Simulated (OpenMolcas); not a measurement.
How methods differ on GaSiH3F2 (SMILES [F][Ga]([F])[SiH3])

The species is GaSiH3F2 (7 atoms), meant as a singlet with charge 0. As SMILES, `[F][Ga]([F])[SiH3]`. Geometry: relaxed at PBE0-D4/def2-TZVP.

Each level gives the vertical ionisation energy (to the doublet cation) (eV). The values are calculated.

```json
{"level": "SVWN5/6-31G* (spherical functions)", "kind": "LDA", "program": "OpenMolcas", "value (eV)": "10.97", "less CCSD(T)/6-31G*": "-0.11", "CPU time (all runs)": "56 s"}
{"level": "revPBE/6-31G* (spherical functions)", "kind": "GGA", "program": "OpenMolcas", "value (eV)": "10.69", "less CCSD(T)/6-31G*": "-0.39", "CPU time (all runs)": "78 s"}
{"level": "M06-L/6-31G* (spherical functions)", "kind": "meta-GGA", "program": "OpenMolcas", "value (eV)": "10.95", "less CCSD(T)/6-31G*": "-0.13", "CPU time (all runs)": "96 s"}
{"level": "B3LYP/6-31G* (spherical functions)", "kind": "global hybrid", "program": "OpenMolcas", "value (eV)": "11.14", "less CCSD(T)/6-31G*": "+0.06", "CPU time (all runs)": "67 s"}
{"level": "BHLYP/6-31G* (spherical functions)", "kind": "global hybrid", "program": "OpenMolcas", "value (eV)": "11.41", "less CCSD(T)/6-31G*": "+0.33", "CPU time (all runs)": "63 s"}
{"level": "M06-2X/6-31G* (spherical functions)", "kind": "hybrid meta-GGA", "program": "OpenMolcas", "value (eV)": "11.34", "less CCSD(T)/6-31G*": "+0.26", "CPU time (all runs)": "81 s"}
{"level": "PBE0/6-31G* (spherical functions)", "kind": "global hybrid", "program": "OpenMolcas", "value (eV)": "11.18", "less CCSD(T)/6-31G*": "+0.10", "CPU time (all runs)": "61 s"}
{"level": "CCSD(T)/6-31G* (spherical functions), open shells restricted", "kind": "coupled cluster or CI", "program": "OpenMolcas", "value (eV)": "11.08", "less CCSD(T)/6-31G*": "0.00", "CPU time (all runs)": "1.9 min"}
```

CCSD(T)/6-31G* (spherical functions), open shells restricted is the highest level here, not the true value. All-electron rows without a relativistic Hamiltonian named are non-relativistic. The values span 10.69 to 11.41 eV. In the correlated wave-function rows the outer d shell of Ga is correlated, in sets not made for it. Times are those of the runs behind each value, whatever else they computed, on shared processors of several kinds: orders of magnitude only.
